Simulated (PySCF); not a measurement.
Electron correlation in Tl(64+) (thallium, charge +64)

[Ne] 3s2 3p5, 2P determinant. Computed with PySCF 2.14 in an even-tempered Gaussian basis (17 s from 18 bohr⁻², ratio 2.5; 12 p from 24 bohr⁻², ratio 2.5; 4 d from 97 bohr⁻², ratio 2.7; 4 f from 150 bohr⁻², ratio 2.7), with scalar relativity by spin-free X2C-1e. Frozen: 1s2; 15 electrons correlated; the 17 highest virtual orbitals of each spin left out.

```tsv
level	correlation energy (mhartree)
CCSD	-677.13
(T)	-0.54
CCSD(T)	-677.67
```

Diagnostics: T1 = 0.00021, D1 = 0.0010, largest double amplitude 0.013.

Spin-orbit coupling, absent here, splits the open shell strongly.

Cost of the coupled-cluster step: of the order of 70 core-seconds, for 15 correlated electrons.

At this charge the one-electron X2C treatment keeps the bare 1/r₁₂, with no two-electron picture change or Breit term. The effect here is smaller than on the frozen 1s shell; and a scalar Hamiltonian misses the large spin-orbit splitting of the p shells, which matters for ns² → np² pairs.
